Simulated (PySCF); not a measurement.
SbHBr2, SMILES [Br][SbH][Br]. Atoms are numbered in the order given.

```xyz
4

Sb     0.0363    -0.9249     0.0000
H     -1.6783    -1.0926     0.0000
Br    -0.0025     0.6895     1.9399
Br    -0.0025     0.6895    -1.9399
```

Geometry: PBE0-D3(BJ)/def2-SVP. The structure was generated by enumeration; whether it is a known compound was not checked. The def2 effective core potentials stand for the cores of Sb; spin–orbit coupling is left out.

Method: PBE/def2-TZVPD run with PySCF.

Mulliken values depend strongly on the basis, most of all with diffuse functions as here. ESP charges are fitted to the potential on shells at 1.4 to 2.0 van der Waals radii. Atomic charges (e):

```csv
atom,ESP fit,Mulliken
Sb1,…,0.50
H2,…,0.03
Br3,…,-0.27
Br4,…,-0.27
```

Q: What belongs in the gaps? (The exact figures need the calculation; the answer reports its results.)

A: 
- Sb1, ESP fit: 0.33
- H2, ESP fit: -0.01
- Br3, ESP fit: -0.16
- Br4, ESP fit: -0.16
